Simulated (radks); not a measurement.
All-electron atom: the bromine ion Br2+ in [Ar] 3d10 4s2 4p3.

Method: non-relativistic Kohn-Sham, PBE, spin-polarised, spherical densities, point nucleus; open shells are filled with parallel spins first; computed with a radial shooting solver on a logarithmic mesh with Libxc functionals.

Energy parts (eV):
part                       energy
total                  -70003.075
kinetic                 69963.670
electron-nucleus      -166611.773
Hartree                 29101.566
exchange-correlation    -2456.538

Orbitals (lengths in bohr, moments of r in powers of bohr):
\begin{tabular}{lrrrr}
orbital & occ. & eigenvalue (eV) & <r^2> & <r^4> \\ \hline
1s up & 1 & -13112.14 & 0.002556 & 0.00001659 \\
1s down & 1 & -13111.92 & 0.002556 & 0.00001659 \\
2s up & 1 & -1705.594 & 0.04417 & 0.003355 \\
2s down & 1 & -1705.479 & 0.04416 & 0.003354 \\
2p up & 3 & -1539.861 & 0.03413 & 0.002324 \\
2p down & 3 & -1539.653 & 0.03413 & 0.002323 \\
3s up & 1 & -253.5904 & 0.3637 & 0.2101 \\
3s down & 1 & -253.2950 & 0.3633 & 0.2091 \\
3p up & 3 & -195.6107 & 0.3788 & 0.2431 \\
3p down & 3 & -195.2743 & 0.3779 & 0.2409 \\
3d up & 5 & -92.2935 & 0.4284 & 0.3981 \\
3d down & 5 & -91.8661 & 0.4229 & 0.3829 \\
4s up & 1 & -42.1877 & 2.958 & 13.38 \\
4s down & 1 & -38.9497 & 2.968 & 13.71 \\
4p up & 3 & -29.4012 & 3.902 & 24.14 \\
4p down & 0 & -26.1696 & 4.043 & 26.58 \\
\end{tabular}

The highest occupied level is 4p up at -29.401 eV. Virial ratio -V/T = 2.00056. The electron density at the nucleus is 2.96e+04 e/bohr^3. The spin density at the nucleus is -0.8471 e/bohr^3 (1s -0.2768, 2s 0.0815, 3s 0.0495, 4s -0.7013), a Fermi contact field of -44.4 T. Spin moment in Bohr magnetons: 3.
